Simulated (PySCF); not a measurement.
Run times: zinc in even-tempered 20s13p9d4f4g

Measured wall times of calculations with PySCF 2.14 in an uncontracted even-tempered set (20 s from 0.4 bohr⁻², ratio 2.5; 13 p from 0.52 bohr⁻², ratio 2.5; 9 d from 0.52 bohr⁻², ratio 2.5; 4 f from 2.4 bohr⁻², ratio 2.7; 4 g from 3.6 bohr⁻², ratio 2.7), with the spin-free X2C one-electron Hamiltonian (Gaussian nucleus), run from one Python driver. Hardware: 2 threads of Neoverse-V2 on a shared host, 2.6 GiB allowed. The two-electron integrals over 168 functions were computed once and kept in memory (1.4 CPU seconds with the set-up); the times below exclude them. Kohn-Sham runs start from converged Hartree-Fock orbitals.

Launch command (the driver calls PySCF for each step listed in the task file):

```bash
OMP_NUM_THREADS=2 python atomrun2.py TASK.json OUT
```

| species | step | iterations | wall time (s) |
| --- | --- | --- | --- |
| Zn⁸⁺ [Ar] 3d4 | UHF with spin-orbit constants | 5 | 12 |
| Zn⁸⁺ [Ar] 3d4 | LDA | 6 | 1.8 |
| Zn⁸⁺ [Ar] 3d4 | PBE | 5 | 1.9 |
| Zn⁸⁺ [Ar] 3d4 | PBE0 | 5 | 4.1 |
| Zn⁸⁺ [Ar] 3d4 | r2SCAN | 6 | 6.1 |
| Zn⁸⁺ [Ar] 3d4 | MP2 (12 electrons) |  | 2.6 |
| Zn⁹⁺ [Ar] 3d3 | UHF with spin-orbit constants | 4 | 12 |
| Zn⁹⁺ [Ar] 3d3 | LDA | 5 | 1.8 |
| Zn⁹⁺ [Ar] 3d3 | PBE | 5 | 2.2 |
| Zn⁹⁺ [Ar] 3d3 | PBE0 | 5 | 4.3 |
| Zn⁹⁺ [Ar] 3d3 | r2SCAN | 5 | 5.9 |
| Zn⁹⁺ [Ar] 3d3 | MP2 (11 electrons) |  | 2.8 |

Peak memory of the process: 1.2 GiB. Times on a shared host vary from run to run.
